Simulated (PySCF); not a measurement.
Structure problem from calculated spectra and properties.

Elements present: C, H, N, O and Si. Monoisotopic mass: 104.0406 u.

| Property | Result |
| --- | --- |
| Triplet | lowest triplet excitation (Tamm–Dancoff): 5.14 eV [TDA PBE0/def2-SVPD] |
| 1H NMR | chemical shifts (computed TMS as zero) by class: 5.77 (1 H), 4.87 (2 H), 4.36 (1 H), 1.70 (2 H), 0.14 (2 H) ppm [GIAO PBE0/pcSseg-1] |
| Rotational structure | rotational constants A, B, C: 5.157, 1.812, 1.499 GHz [GFN2-xTB] |
| UV, strongest line | among the 6 lowest singlet transitions: S4 at 6.78 eV (183 nm, f = 0.028) [TDDFT PBE0/def2-SVPD] |
| 13C NMR | chemical shifts (computed TMS as zero) by class: 172.7 (1 C), 25.9 (1 C) ppm [GIAO PBE0/pcSseg-1] |
| Dipole | 5.04 D [PBE0/def2-SVPD] |
| Polarisability | 70.6 au [PBE0/def2-SVPD] |

The electronic properties come from PySCF, for the isolated species, density fitting. Levels stand in brackets. Geometry: GFN2-xTB, one conformer, isolated molecule. NMR classes are plain means over equivalent atoms (diastereotopic ones count apart unless rotation or inversion swaps them), as if these changed places fast.

Question: Which formula fits the mass and the elements?

Answer: C2H8N2OSi (calculated 104.0406). No other formula that holds each of these elements comes within 0.0003 u with a fitting electron parity and a possible valence count.

Question: Propose a structure and show how it fits.

Answer: Numbering: `[NH2:1][SiH2:2][CH2:3][C:4]([NH2:5])=[O:6]`. Its formula, C2H8N2OSi, gives 1 degree of unsaturation: 0 rings and 1 π bond in the structure found. 2 carbons fall into 2 classes; from least to most shielded: amide carbonyl carbon [C4] (172.7 ppm), sp3 carbon bound to silicon [C3] (25.9 ppm). Hydrogen classes from least to most shielded: 1 H on an amide nitrogen, N5 (5.77 ppm), 2 H on an SiH2 silicon, Si2 (4.87 ppm), 1 H on an amide nitrogen, N5 (4.36 ppm), 2 H on an sp3 carbon bound to silicon, C3 (1.70 ppm), 2 H on a silicon-bound nitrogen, N1 (0.14 ppm). The optimised geometry has point group C1 and is an asymmetric top. Structure: `N[SiH2]CC(N)=O`. Computed isomers that give other values at the same levels: `C[Si@@H](N)NC=O` (rotational constant A: 4.787 GHz; this holds for the one conformer computed). The assignments are read from this structure; whether some other isomer fits the data as well wasn't checked.

Conformer computed: `[NH2:1][SiH2:2][CH2:3][C:4]([NH2:5])=[O:6]`: N1–Si2–C3–C4 -76°, Si2–C3–C4–N5 70°, H–N1–Si2–C3 -59°, H–N1–Si2–C3 168°, H–N5–C4–C3 -18°, H–N5–C4–C3 -172°.
